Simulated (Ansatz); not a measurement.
| atom | x (Å) | y (Å) | z (Å) |
| --- | --- | --- | --- |
| C | 0.0000 | 0.0000 | -0.7185 |
| C | 0.0000 | 0.0000 | 0.7185 |
| H | 0.0000 | -1.0056 | -1.3395 |
| H | 0.0000 | 1.0056 | -1.3395 |
| H | 0.0000 | -1.0056 | 1.3395 |
| H | 0.0000 | 1.0056 | 1.3395 |

Basis set: def2-TZVP (spherical functions). Frozen core: 2 orbitals. Charge 0, multiplicity 1.

Computed with Ansatz (development build ahead of 0.2.0); each method stands on the lowest determinant of its kind that the runs found. Restricted open shells among the atoms or ions are ROHF, correlated in semicanonical orbitals with singles.

(1) Give the atomization energy at this shape (free ground-state atoms in the same class of orbitals less the molecule, no zero-point energy) of singlet C₂H₄ by RHF-MP2, RHF.

Results:

(1)

| method | atomization energy |
| --- | --- |
| RHF-MP2 | 22.87 eV |
| RHF | 17.63 eV |

Caution: no unrestricted run beside it, a lower state can exist; the shape is not the minimum.
